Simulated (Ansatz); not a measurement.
Consider the substitution at a C–In bond: `[Br][InH][CH]1C=N1` + CH₃NH₂ → `CNC1C=N1` + `[Br][InH2]`.

Gas-phase electronic energies from Ansatz, PBE0-D4/def2-TZVP geometries. CCSD(T)/CBS adds triple-zeta CCSD(T) − MP2 to the extrapolated MP2 energy (def2 sets, frozen cores). def2 core potentials past Kr. For Br, In outer-core shells are correlated without core-valence functions, which leaves a few kJ/mol of doubt a bond. Scalar relativity is left out up to krypton. Each species was taken in one conformer, which may not be the lowest.

```
             species  CCSD(T)/CBS(def2) energy (Eh)
`[Br][InH][CH]1C=N1`                    -2895.69428
              CH₃NH₂                      -95.75281
          `CNC1C=N1`                     -227.07707
        `[Br][InH2]`                    -2764.36342
```

(1) Work out ΔE.

Largest T1 diagnostic among the species: 0.012.

Answers

(1) ΔE = (-227.07707) + (-2764.36342) − (-2895.69428) − (-95.75281) = 0.00660 Eh = +17.3 kJ/mol.

From PBE to PBE0 (25 % exact exchange), in def2-TZVPP and without D4, ΔE moves by −3.2 kJ/mol. In def2-TZVPP, CCSD(T) changes the Hartree–Fock value by +18.3 kJ/mol (the triples alone add +2.3 kJ/mol) and MP2 by +24.8 kJ/mol.
